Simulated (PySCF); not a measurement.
# InP⁺: input and log

State: ⁴Σ⁻ (quartet), unpaired electrons σ ↑, π ↑↑.

An equivalent input (the run itself took its basis sets from the Basis Set Exchange, started from a PBE0 density and held the occupation σ 9α 8β, πx 4α 3β, πy 4α 3β, δx 1α 1β, δy 1α 1β):

```python
from pyscf import gto, dft
mol = gto.M(atom='In 0 0 0; P 0 0 2.903', basis={'In': 'def2-TZVPPD', 'P': 'def2-TZVPPD'}, ecp={'In': 'def2-TZVPPD'},
            charge=1, spin=3, verbose=4, symmetry='C2v')
mf = dft.UKS(mol, xc='CAMB3LYP')
mf.grids.atom_grid = (80, 434)
mf.grids.prune = dft.gen_grid.treutler_prune
mf.irrep_nelec = {'A1': (10, 9), 'A2': (1, 1), 'B1': (4, 3), 'B2': (4, 3)}
mf.conv_tol = 1e-9
mf.max_cycle = 60
mf.diis_space = 10
mf.kernel()
```

The log (some set-up lines and the per-cycle HOMO/LUMO lines removed):

```
******** <class 'pyscf.dft.uks_symm.SymAdaptedUKS'> ********
method = SymAdaptedUKS
damping factor = 0
level_shift factor = 0
DIIS = <class 'pyscf.scf.diis.CDIIS'>
diis_start_cycle = 1
diis_space = 10
diis_damp = 0
SCF conv_tol = 1e-09
SCF conv_tol_grad = None
SCF max_cycles = 60
number electrons alpha = 19  beta = 16
Set gradient conv threshold to 3.16228e-05
init E= -531.167560869806
cycle= 1 E= -531.168388522948  delta_E= -0.000828  |g|= 0.00929  |ddm|= 0.147
cycle= 2 E= -531.168420584563  delta_E= -3.21e-05  |g|= 0.00616  |ddm|= 0.0337
cycle= 3 E= -531.168433123181  delta_E= -1.25e-05  |g|= 0.000802  |ddm|= 0.0102
cycle= 4 E= -531.168434351689  delta_E= -1.23e-06  |g|= 0.000234  |ddm|= 0.00353
cycle= 5 E= -531.168434479913  delta_E= -1.28e-07  |g|= 0.000107  |ddm|= 0.00102
cycle= 6 E= -531.168434515839  delta_E= -3.59e-08  |g|= 3.74e-05  |ddm|= 0.000633
cycle= 7 E= -531.168434520951  delta_E= -5.11e-09  |g|= 2.2e-05  |ddm|= 0.000219
cycle= 8 E= -531.168434522305  delta_E= -1.35e-09  |g|= 5.58e-06  |ddm|= 0.000146
cycle= 9 E= -531.168434522366  delta_E= -6.09e-11  |g|= 8.91e-07  |ddm|= 3.4e-05
Extra cycle  E= -531.168434522368  delta_E= -1.82e-12  |g|= 5.12e-07  |ddm|= 2.8e-06
converged SCF energy = -531.168434522368  <S^2> = 3.7569456  2S+1 = 4.0034713
```

Repeating this along the bond gives Re = 2.968 Å and ωe = 109 cm⁻¹.

A point of this curve took 7.8 CPU seconds beside 2 for the integrals, on Intel Xeon Platinum 8259CL @ 2.50GHz (shared host).

Spin–orbit coupling is left out. The state was picked by a PBE0 search and need not be the measured ground state.
